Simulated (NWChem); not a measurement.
Species: MoF5 cation; SMILES [F][Mo+]([F])([F])([F])[F]

```xyz
6

Mo     0.0000     0.0000     0.0000
F      0.0000     0.0000     1.7877
F      0.0000     0.0000    -1.7877
F      1.2434     1.2434     0.0000
F      0.4551    -1.6986     0.0000
F     -1.6986     0.4551     0.0000
```
Atoms are numbered in this order, from 1.

Level: PBE0/def2-SVP with def2 effective core potentials on Mo (NWChem), optimised geometry, unscaled harmonic frequencies. The spin multiplicity was typed, not searched, and may not be the lowest. def2 effective core potentials on Mo; no spin-orbit coupling.

```csv
frequency (cm⁻¹),IR intensity (km/mol)
100,4.5
100,4.5
234,21.5
234,21.5
290,22.2
328,0.0
328,0.0
737,0.0
811,0.0
831,269.1
850,163.0
850,163.0
```

zero-point energy: 8.1 kcal/mol
thermal correction to the enthalpy at 298.15 K (with zero-point energy): 13.1 kcal/mol
heat capacity Cv: 21.5 cal/(mol K)
entropy at 298.15 K and 1 atm (symmetry number 6): 81.0 cal/(mol K)

Rigid rotor and harmonic oscillator.
